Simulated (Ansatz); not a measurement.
Reaction (ligand exchange at the Al–N bond): `C[N]([SiH3])[AlH][F]` + `C=C(O)[SiH3]` → `C=C([SiH3])[O][AlH][F]` + `CN[SiH3]`

Computed with Ansatz on PBE0-D4/def2-TZVP structures; ΔE is electronic, products minus reactants. CCSD(T)/CBS adds triple-zeta CCSD(T) − MP2 to the extrapolated MP2 energy (def2 sets, frozen cores). Functionals use def2-TZVPP. B3LYP here is the variant with VWN-RPA as its local correlation; programs differ in this. Each species was taken in one conformer, which may not be the lowest.

| level | ΔE (kJ/mol) | difference from CCSD(T)/CBS |
| --- | --- | --- |
| PBE-D4 | -31.6 | 4.0 |
| r2SCAN-D4 | -35.4 | 0.2 |
| B3LYP-D4 | -41.2 | -5.6 |
| ωB97X-V | -37.4 | -1.8 |
| B2PLYP | -40.4 | -4.8 |
| PBE | -32.7 | 2.9 |
| r2SCAN | -35.5 | 0.1 |
| HF/def2-TZVPP | -51.8 | -16.2 |
| SCS-MP2/def2-TZVPP | -37.6 | -2.0 |
| CCSD/def2-TZVPP | -37.8 | -2.2 |
| CCSD(T)/def2-TZVPP | -34.8 | 0.8 |
| HF/def2-QZVPP | -52.2 | -16.6 |
| MP2/def2-QZVPP | -35.8 | -0.2 |
| SCS-MP2/def2-QZVPP | -38.2 | -2.6 |
| HF/CBS(def2) | -52.3 | -16.7 |
| MP2/CBS(def2) | -36.0 | -0.4 |
| CCSD(T)/CBS | -35.6 | 0 |

Largest T1 diagnostic among the species: 0.013.

In def2-TZVPP, CCSD(T) changes the Hartree–Fock value by +17.0 kJ/mol (the triples alone add +3.0 kJ/mol) and MP2 by +16.5 kJ/mol.
